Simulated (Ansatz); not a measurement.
System: N, charge 0, quartet.

Total energies in cc-pV5Z, 5 correlated electrons, 1 frozen orbitals. Radicals and triplets start from unrestricted determinants; spin-orbit coupling is neglected. Cores are frozen in correlated methods. No relativity.

| method | program | energy (Eh) | minus CCSDT(Q) (mEh) |
|---|---|---|---|
| HF | Ansatz | -54.40444 | 123.87 |
| MP2 | Ansatz | -54.51153 | 16.78 |
| CCSD | Ansatz | -54.52495 | 3.36 |
| CCSD(T) | Ansatz | -54.52794 | 0.37 |
| CCSDT(Q) | Ansatz | -54.52831 | 0.00 |

Ansatz is a quantum-chemistry and plane-wave program.
